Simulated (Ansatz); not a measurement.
Ansatz (an electronic-structure program) input (HF/6-31G* with LANL2DZ past Ar): The .json file joins the Basis Set Exchange's 6-31G* for atoms up to Ar and LANL2DZ past it.

Ansatz 0.2 input:
```yaml
crystal:
  periodic: [false, false, false]
  atoms:
    - {symbol: Ca, position_ang: [-0.00000000, -0.00000000, -1.07099997]}
    - {symbol: Cl, position_ang: [0.00000000, 0.00000000, 1.25999996]}
basis:
  gaussian:
    orbitals: 6-31Gs+LANL2DZ.json
hamiltonian:
  xc: {name: HF}
total_charge: 1
relax: {f_tol: 0.003, max_steps: 120}
```

Output:

```
WARN ansatz: RAYON_NUM_THREADS=1 ignored (pool sized by the plan → 1); use --threads N
Functional definition: HF
integrals: 0.00 GiB planned
383 factors; integrals over basis functions are off by at most 1.1e-4 eV
mean field: 0.05 GiB planned
mean field evaluation 1: about -13480.6871 eV, gradient 3.2e1 eV
mean field evaluation 2: about -13480.7060 eV, gradient 3.2e1 eV
mean field evaluation 4: about -13483.9604 eV, gradient 5.6e-1 eV
mean field evaluation 8: about -13483.9656 eV, gradient 4.9e-4 eV
mean field -13483.96560003 eV, -495.5265960411 hartree, gradient 3.3e-6 eV, S^2 0.000000; 0 other end points of the search recorded, 0 dependent functions left out
the calculation of the forces begins
reference -13483.96560003 eV, -495.5265960411 hartree; 13, 13 occupied and 18, 18 virtual orbitals, 383 factors
relax step   1: F+E_penalty+E_count = -13483.96560003 eV  Δ(F+E_penalty+E_count) = +0.000e0 eV  max|allowed force component| = 3.191e0 eV/Å  Δτ_max = 0.0000 Å  (25 SCF iters, accepted)
these checks for a lower state are left out or cut short: starts, cluster_reference, orbital_swaps, neighbouring_geometries, increment
integrals: 0.00 GiB planned
383 factors; integrals over basis functions are off by at most 1.3e-4 eV
mean field: 0.05 GiB planned
mean field evaluation 16: about -13484.2440 eV, gradient 3.3e-4 eV
mean field -13484.24399970 eV, -495.5368270402 hartree, gradient 2.5e-5 eV, S^2 0.000000; 0 other end points of the search recorded, 0 dependent functions left out
the calculation of the forces begins
reference -13484.24399970 eV, -495.5368270402 hartree; 13, 13 occupied and 18, 18 virtual orbitals, 383 factors
relax step   2: F+E_penalty+E_count = -13484.24399970 eV  Δ(F+E_penalty+E_count) = -2.784e-1 eV  max|allowed force component| = 5.118e-1 eV/Å  Δτ_max = 0.1339 Å  (24 SCF iters, accepted)
these checks for a lower state are left out or cut short: starts, cluster_reference, orbital_swaps, neighbouring_geometries, increment
integrals: 0.00 GiB planned
383 factors; integrals over basis functions are off by at most 1.3e-4 eV
mean field: 0.05 GiB planned
mean field -13484.25889017 eV, -495.5373742549 hartree, gradient 1.2e-5 eV, S^2 0.000000; 0 other end points of the search recorded, 0 dependent functions left out
the calculation of the forces begins
reference -13484.25889017 eV, -495.5373742549 hartree; 13, 13 occupied and 18, 18 virtual orbitals, 383 factors
relax step   3: F+E_penalty+E_count = -13484.25889017 eV  Δ(F+E_penalty+E_count) = -1.489e-2 eV  max|allowed force component| = 6.268e-2 eV/Å  Δτ_max = 0.0253 Å  (25 SCF iters, accepted)
these checks for a lower state are left out or cut short: starts, cluster_reference, orbital_swaps, neighbouring_geometries, increment
integrals: 0.00 GiB planned
383 factors; integrals over basis functions are off by at most 1.3e-4 eV
mean field: 0.05 GiB planned
mean field evaluation 32: about -13484.2591 eV, gradient 1.8e-4 eV
mean field -13484.25908905 eV, -495.5373815636 hartree, gradient 1.2e-5 eV, S^2 0.000000; 0 other end points of the search recorded, 0 dependent functions left out
the calculation of the forces begins
reference -13484.25908905 eV, -495.5373815636 hartree; 13, 13 occupied and 18, 18 virtual orbitals, 383 factors
relax step   4: F+E_penalty+E_count = -13484.25908905 eV  Δ(F+E_penalty+E_count) = -1.989e-4 eV  max|allowed force component| = 3.861e-3 eV/Å  Δτ_max = 0.0034 Å  (26 SCF iters, accepted)
these checks for a lower state are left out or cut short: starts, cluster_reference, orbital_swaps, neighbouring_geometries, increment
integrals: 0.00 GiB planned
383 factors; integrals over basis functions are off by at most 1.3e-4 eV
mean field: 0.05 GiB planned
mean field -13484.25908979 eV, -495.5373815908 hartree, gradient 1.1e-5 eV, S^2 0.000000; 0 other end points of the search recorded, 0 dependent functions left out
the calculation of the forces begins
reference -13484.25908979 eV, -495.5373815908 hartree; 13, 13 occupied and 18, 18 virtual orbitals, 383 factors
relax step   5: F+E_penalty+E_count = -13484.25908979 eV  Δ(F+E_penalty+E_count) = -7.407e-7 eV  max|allowed force component| = 2.866e-4 eV/Å  Δτ_max = 0.0002 Å  (15 SCF iters, accepted)
integrals: 0.00 GiB planned
383 factors; integrals over basis functions are off by at most 1.3e-4 eV
mean field: 0.05 GiB planned
mean field -13484.25908979 eV, -495.5373815908 hartree, gradient 1.1e-5 eV, S^2 0.000000; 1 other end points of the search recorded, 0 dependent functions left out
the calculation of the forces begins
reference -13484.25908979 eV, -495.5373815908 hartree; 13, 13 occupied and 18, 18 virtual orbitals, 383 factors
Total energy: -13484.25908979 eV, -495.5373815908 hartree
Atom 0 at     0.000000     0.000000    -1.176419 Å, force     0.000000     0.000000     0.000287 eV/Å
Atom 1 at    -0.000000    -0.000000     1.365419 Å, force    -0.000000     0.000000    -0.000287 eV/Å
Dipole moment:    -0.000000     0.000000    -3.185333 e Å
```

The dipole moment of an ion depends on the origin.
